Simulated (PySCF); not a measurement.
**Functional benchmark on one molecule**

Molecule: `N#CSc1cccs1`, C5H3NS2.

Geometry:
```
atom   x (Å)   y (Å)   z (Å)
  N1   3.641   0.307   0.250
  C2   2.825  -0.435   0.618
  S3   1.687  -1.535   1.194
  C4   0.204  -0.743   0.643
  C5   0.022   0.494   0.076
  C6  -1.350   0.744  -0.207
  C7  -2.168  -0.292   0.149
  S8  -1.284  -1.601   0.828
  H9   0.839   1.187  -0.127
 H10  -1.714   1.668  -0.659
 H11  -3.251  -0.367   0.053
```

Geometry PBE0-D3(BJ)/def2-SVP throughout; GIAO in PySCF 2.14, gas phase, one conformer, non-relativistic; equivalent atoms averaged; basis pcSseg-1.

Reference values (estimated from measurements, as parent shift plus tabulated substituent increments; solution, not stated per compound (mostly CDCl3 or CCl4); Pretsch, Buehlmann, Badertscher, Structure Determination of Organic Compounds, 4th ed. (2009)): δ(H9) = 7.26 ppm, δ(H10) = 6.91 ppm, δ(H11) = 7.48 ppm. Computed shifts are taken against TMS, calculated as an isolated molecule at each level.

How do the functionals PBE, OPBE, KT2, PBE0, WP04, BHandHLYP, CAM-B3LYP, wB97X-D perform against the reference? Times are CPU seconds on shared hosts with different chips, so compare them loosely; the GGAs took longer than the global hybrids here, which isn't the general rule, and the cause wasn't traced.

Results:


```
functional                    kind    H9   H10   H11  mean abs. error H  core-s
       PBE                     GGA  7.23  7.07  7.06               0.20      26
      OPBE                     GGA  7.31  7.18  7.18               0.21      28
       KT2                     GGA  7.21  7.01  7.01               0.21      29
      PBE0           global hybrid  7.35  7.17  7.24               0.20      14
      WP04           global hybrid  7.10  6.87  7.04               0.21      21
 BHandHLYP           global hybrid  7.35  7.11  7.27               0.17      20
 CAM-B3LYP  range-separated hybrid  7.29  7.07  7.21               0.15      28
   wB97X-D  range-separated hybrid  7.35  7.14  7.28               0.17      28
```

For ¹H the closest is CAM-B3LYP (0.15 ppm, with BHandHLYP, wB97X-D practically level) and the furthest WP04 (0.21 ppm). One molecule is a small sample, and vibrational and solvent effects are absent from the calculation.
